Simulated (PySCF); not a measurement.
Simulated outer-valence photoelectron spectrum of `CNBP` (CH7BNP). Method: EOM-IP-CCSD/aug-cc-pVDZ in PySCF, restricted Hartree–Fock reference, frozen core, non-relativistic, gas phase, PBE0-D3(BJ)/def2-SVP geometry.

Each root has a Gaussian of 0.4 eV full width with its one-hole share as area; cross sections and vibrations are left out, and the highest printed point is 100.

(ionisation energy (eV), intensity): (8.6, 3), (8.8, 33), (9.0, 95), (9.2, 69), (9.4, 12), (9.6, 1), (9.8, 5), (10.0, 46), (10.2, 99), (10.4, 54), (10.6, 7), (10.8, 0), (11.0, 5), (11.2, 46), (11.4, 99), (11.6, 54), (11.8, 7), (12.0, 0), (12.2, 2), (12.4, 30), (12.6, 93), (12.8, 72), (13.0, 16), (13.2, 30), (13.4, 92), (13.6, 73), (13.8, 16), (14.0, 18), (14.2, 78), (14.4, 87), (14.6, 25), (14.8, 8), (15.0, 49), (15.2, 100), (15.4, 67), (15.6, 82), (15.8, 89), (16.0, 26), (16.2, 2)

Where are the maxima, and how many lines lie under the curve?

8 maxima, at 9.1, 10.2, 11.4, 12.7, 13.5, 14.3, 15.2 and 15.7 eV, from 8 lines.

List the lines with their holes.

```tsv
E (eV)	leading hole (HF orbital)	area	Koopmans (eV)
9.05	HOMO	0.95	9.52
10.21	HOMO-1	0.94	11.12
11.41	HOMO-2	0.95	12.17
12.66	HOMO-3	0.95	13.51
13.47	HOMO-4	0.95	14.43
14.32	HOMO-5	0.94	15.39
15.20	HOMO-6	0.94	16.35
15.72	HOMO-7	0.94	17.16
```

The widest gap, 1.25 eV, lies between 11.41 and 12.66 eV. Only orbitals with −ε under 21 eV, eight at most, were ionised, so the high end of the curve may lack lines.

Shape of the structure used: `[CH3:1][NH:2][BH:3][PH2:4]`: C1–N2–B3–P4 174°, H–P4–B3–N2 133°, H–P4–B3–N2 36°.

One conformer stands for the species.
